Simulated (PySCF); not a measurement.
Which determinant of HI lies lowest?

Unrestricted PBE0; PySCF, scalar-relativistic core potentials, basis sets H def2-SVPD, I def2-SVPD with ECP28. Outer shells of the fragments: H 1s1; I 4d10 5s2 5p5.

Followed along the bond (rough minima from three points):

```tsv
2Ms+1	unpaired	⟨S²⟩ at the start	R at minimum (Å)	Te (eV)
1	none	0.00	1.62	0.00
3	σ ↑, π ↑	2.00	none in the scan	≤ 4.34
```

Solutions found at the starting distance of 1.630 Å, counted from the lowest of them; the search is not exhaustive and high or unbound solutions are not listed, so other states can lie among these:

```tsv
2Ms+1	unpaired	term	E (eV)	⟨S²⟩	⟨Lz²⟩	μ (D)
1	none	¹Σ⁺	0.00	0.00	0.00	-0.48
3	σ ↑, π ↑	³Π	4.91	2.00	1.01	0.59
1	σ ↑, π ↓	mixed	5.11	1.01	1.01	0.56
3	σ ↑↑	³Σ⁺	7.26	2.00	0.00	-0.12
3	π ↑↑	mixed	8.14	2.00	2.00	1.45
3	π ↑↑	mixed	8.36	2.00	2.00	0.48
```

A term symbol is given only where ⟨S²⟩ and ⟨Lz²⟩ are close to those of a pure state; real π, δ and φ orbitals otherwise mix terms. A positive dipole means H(−)I(+).

The measured ground state is X ¹Σ+ (Huber and Herzberg, Constants of Diatomic Molecules (1979)).

Spin–orbit coupling is left out. Counting both spins, an empty level lies below a filled one in some of these solutions, because spin and occupation are held.
